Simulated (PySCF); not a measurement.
## Dipole response of Tl(2+) (thallium, charge +2)

[Xe] 4f14 5d10 6s1, 2S determinant. Calculation: PySCF 2.14, in ANO-RCC-VTZP (8s7p5d3f2g, 93 functions); scalar relativity by spin-free X2C-1e. Coupled (time-dependent) response in atomic units; α is the mean over directions. The basis has no added diffuse functions, which lowers α and C₆.

```csv
method,mean α (bohr³),C₆ (like pair),S(−4)
PBE0,12.18,76.85,57.41
```

S(−4) is the Cauchy moment in α(ω) = α(0) + S(−4) ω² + …

α(iu) at PBE0:

```tsv
u (hartree)	α(iu) (bohr³)
0	12.18
0.0500	12.04
0.100	11.65
0.200	10.42
0.300	9.083
0.500	6.989
0.750	5.373
1.00	4.348
1.50	3.071
2.00	2.283
3.00	1.383
5.00	0.6537
```

A single London oscillator, α(iu) = α/(1 + u²/ω²), gives C₆ = (3/4) ω α². Matching the computed C₆ needs ω = 4 × 76.85 / (3 × 12.18²) = 0.691 hartree.

For an ion, C₆ is the dispersion term alone; charge-induced terms of lower order in 1/R come first.

Spin-orbit coupling, which splits the p, d and f shells strongly at this Z, is absent.
